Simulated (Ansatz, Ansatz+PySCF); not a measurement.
```xyz
5

C     0.0000    0.0000   -0.6187
F     0.0000    0.0000    3.4716
H     0.0000   -1.0360   -0.9966
H    -0.8972    0.5180   -0.9966
H     0.8972    0.5180   -0.9966
```

Basis set: cc-pVDZ (spherical functions). Left uncorrelated: 2 orbitals. Charge 0, multiplicity 1.

Computed with Ansatz (development build ahead of 0.2.0); each method stands on the lowest determinant of its kind that the runs found. Restricted open shells among the atoms or ions are ROHF, correlated in semicanonical orbitals with singles. Restricted functionals stand beside restricted open-shell atoms, which can lie above the unrestricted atoms usual in DFT and then raise those values.

The atomization energy at this shape (free ground-state atoms in the same class of orbitals less the molecule, no zero-point energy) of singlet CH3F in separate pieces:

| method | atomization energy |
| --- | --- |
| r²SCAN (unrestricted) | 13.02 eV |
| r²SCAN (restricted) | 11.54 eV |
| PBE0 (unrestricted) | 12.86 eV |
| ωB97X (restricted) | 9.88 eV |
| PBE (unrestricted) | 13.13 eV |
| PBE (restricted) | 12.21 eV |
| PBE0 (restricted) | 10.74 eV |
| UHF-CCSDT(Q) | 12.19 eV |
| UHF-CCSD(T) | 12.18 eV |
| UHF-MP2 | 12.08 eV |
| RHF-MP2 | 10.41 eV |
| UHF | 10.03 eV |
| RHF | 4.12 eV |

(1) What does ωB97X (unrestricted) give?

Results:

(1) 12.76 eV. Caution for ωB97X (unrestricted), r²SCAN (unrestricted), r²SCAN (restricted), PBE0 (unrestricted), ωB97X (restricted), PBE (unrestricted), PBE (restricted), PBE0 (restricted): charge can spread falsely over distant fragments. Caution for ωB97X (unrestricted), PBE0 (unrestricted), UHF-CCSDT(Q), UHF-CCSD(T), UHF-MP2, UHF: the unrestricted determinant is a mixture of spin states. Caution for r²SCAN (unrestricted), PBE (unrestricted): the unrestricted determinant is spin contaminated. Caution for r²SCAN (restricted), ωB97X (restricted), PBE (restricted), PBE0 (restricted), RHF-MP2, RHF: an unrestricted determinant lies well below. Caution for UHF-CCSDT(Q): another reference gives a lower total. Caution for UHF-CCSDT(Q), UHF-CCSD(T), UHF-MP2: bonds are stretched, where a single reference can fail. Caution for RHF-MP2: large amplitudes, a single reference is doubtful.
